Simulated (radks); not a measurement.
Task: All-electron atom: La in [Xe] 4f0.5 6s1.5 6p1 (fractional occupations, a model configuration). Method: scalar-relativistic Kohn-Sham, SCAN, spin-polarised, spherical densities, finite nucleus; open shells are filled with parallel spins first (spin-orbit coupling, left out, can overturn this in heavy ions); meta-GGA in the generalised Kohn-Sham scheme; Fermi nuclear charge, rms radius 4.855 fm; computed with a radial shooting solver on a logarithmic mesh with Libxc functionals. Some entries of the table are withheld. Estimate them.

orbital  occ.  eigenvalue (eV)  r(max) (bohr)
1s up       1        -38811.55        0.01608
1s down     1        -38811.54        0.01608
2s up       1        -6196.764        0.09084
2s down     1        -6196.756        0.09084
2p up       3        -5549.873        0.07315
2p down     3        -5549.863        0.07315
3s up       1        -1331.947         0.2599
3s down     1        -1331.815         0.2599
3p up       3        -1123.727         0.2545
3p down     3        -1123.588         0.2545
3d up       5        -825.3635         0.2104
3d down     5        -825.2447         0.2104
4s up       1        -270.7795         0.6088
4s down     1        -270.3679         0.6088
4p up       3        -202.7851         0.6358
4p down     3        -202.3556         0.6358
4d up       5        -104.3308         0.6728
4d down     5        -103.8541         0.6727
5s up       1         -40.5639            (1)
5s down     1         -40.2588            (2)
5p up       3         -23.7461          1.595
5p down     3         -23.5068          1.599
6s up       1          -4.8068          3.887
6s down   0.5          -3.7465          3.927
4f up     0.5          -3.3616         0.7543
6p up       1          -2.2723          4.844

Result: 
(1) 5s up r(max) (bohr): 1.421
(2) 5s down r(max) (bohr): 1.424
